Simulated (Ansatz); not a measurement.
Program: Ansatz. Geometries: PBE0-D4/def2-TZVP. ΔE: electronic, gas phase. CCSD(T)/CBS adds triple-zeta CCSD(T) − MP2 to the extrapolated MP2 energy (def2 sets, frozen cores). DFT in def2-TZVPP. Each species was taken in one conformer, which may not be the lowest.

`O[Si@H](F)N[Si@H](O)Cl` + `CN[SiH2]Cl` → `CN([SiH2]Cl)[SiH](O)F` + `N[SiH](O)Cl`  (ligand exchange at the Si–N bond)

**Question.** Is it downhill or uphill in electronic energy at CCSD(T)/CBS, and by how much? (An estimate is asked.)

**Answer.** Ansatz gave: Uphill: ΔE = +13.5 kJ/mol.

**Question.** What do these levels give: PBE0-D4, ωB97M-V, SCS-MP2/def2-TZVPP, CCSD(T)/def2-TZVPP, SCS-MP2/def2-QZVPP, CCSD/CBS(def2)? (An estimate is asked.)

**Answer.** Computed: PBE0-D4 15.6, ωB97M-V 14.3, SCS-MP2/def2-TZVPP 14.3, CCSD(T)/def2-TZVPP 14.4, SCS-MP2/def2-QZVPP 13.9, CCSD/CBS(def2) 14.6 kJ/mol.

Largest T1 diagnostic among the species: 0.011.

In def2-TZVPP, CCSD(T) changes the Hartree–Fock value by −7.1 kJ/mol (the triples alone add −1.1 kJ/mol) and MP2 by −8.3 kJ/mol. The D4 term adds −4.2 kJ/mol with B3LYP and −2.3 kJ/mol with PBE0; it sums over pairs of atoms, weighted by their polarisabilities, and B3LYP, whose exchange is more repulsive, gets the larger term.

B3LYP here is the variant with VWN-RPA as its local correlation; programs differ in this.
